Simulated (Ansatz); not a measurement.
Geometry optimisation, Ansatz 0.2.0, RKS PBE0-D4/STO-3G.

Input file:

```yaml
crystal:
  periodic: [false, false, false]
  atoms:
    - { symbol: C, position_ang: [-1.6026, -1.4065, 0.0779] }
    - { symbol: O, position_ang: [-0.479, -1.6557, -0.6524] }
    - { symbol: B, position_ang: [0.6368, -1.0395, 0.0312] }
    - { symbol: O, position_ang: [1.4414, -1.7722, 1.0886] }
    - { symbol: Si, position_ang: [1.3543, 0.6811, -0.5408] }
    - { symbol: C, position_ang: [0.0458, 2.02, -0.309] }
    - { symbol: H, position_ang: [-1.5998, -1.7993, 1.0938] }
    - { symbol: H, position_ang: [-2.4698, -1.8053, -0.4731] }
    - { symbol: H, position_ang: [-1.843, -0.2493, 0.156] }
    - { symbol: H, position_ang: [0.9261, -1.5049, 1.957] }
    - { symbol: H, position_ang: [2.5158, 1.0339, 0.3135] }
    - { symbol: H, position_ang: [1.764, 0.6263, -1.9214] }
    - { symbol: H, position_ang: [-0.3434, 2.0457, 0.7323] }
    - { symbol: H, position_ang: [0.4472, 3.0048, -0.5551] }
    - { symbol: H, position_ang: [-0.8155, 1.7701, -0.9691] }
basis:
  gaussian: { orbitals: STO-3G }
hamiltonian:
  xc: pbe0
  dispersion: d4
relax:
  f_tol: 0.02
  max_steps: 40
scf:
  lower_state_search: "off"
```

Command:

```bash
$ ansatz run input.yaml --threads 1 --pin off --max-ram 2048MiB --backend cpu --events-out ev --progress --plain --runs-dir out
```

Task: Where does it end, and by what steps?

Result: It converged. The force dipped under the threshold on the way, but the program's further checks kept it going. Limits of this set-up: minimal basis. After 24 steps the energy has fallen by 2.356 eV; H9 moved furthest, 1.86 Å.

```
step  energy less start (eV)  largest force component (eV/Å)  accepted
   0                  0.0000                           4.829       yes
   1                 -0.7164                           1.716       yes
   2                 -1.0665                           1.308       yes
   3                 -1.4844                           1.133       yes
   4                 -1.7885                           0.920       yes
   5                 -1.8467                           2.188       yes
   6                 -2.0525                           0.701       yes
   7                 -2.1216                           1.109       yes
   8                 -2.2069                           0.735       yes
   9                 -2.2710                           0.456       yes
  10                 -2.3080                           0.254       yes
  11                 -2.2225                           0.891        no
  12                 -2.3232                           0.072       yes
  13                 -2.3293                           0.082       yes
  14                 -2.3251                           0.330        no
  15                 -2.3344                           0.034       yes
  16                 -2.3389                           0.102       yes
  17                 -2.3441                           0.212       yes
  18                 -2.3486                           0.208       yes
  19                 -2.3542                           0.179       yes
  20                 -2.3557                           0.009       yes
  21                 -2.3556                           0.078        no
  22                 -2.3560                           0.021       yes
  23                 -2.3559                           0.049        no
  24                 -2.3561                           0.011       yes
```

```xyz
15
Properties=species:S:1:pos:R:3
C -1.681 -1.977 0.226
O -0.854 -0.918 -0.337
B 0.326 -0.594 0.302
O 0.796 -1.192 1.441
Si 1.396 0.848 -0.510
C 0.454 2.469 -0.560
H -1.160 -2.955 0.256
H -2.564 -2.085 -0.426
H -2.040 -1.739 1.247
H 0.151 -1.911 1.747
H 2.624 1.059 0.221
H 1.767 0.509 -1.866
H 0.199 2.814 0.447
H 1.044 3.256 -1.039
H -0.480 2.366 -1.120
```

Whether the end is a true minimum wasn't checked by a vibrational analysis.

The run took 80 s on 1 thread of Arm Neoverse V1, with other jobs on the host, peak memory 0.14 GiB.
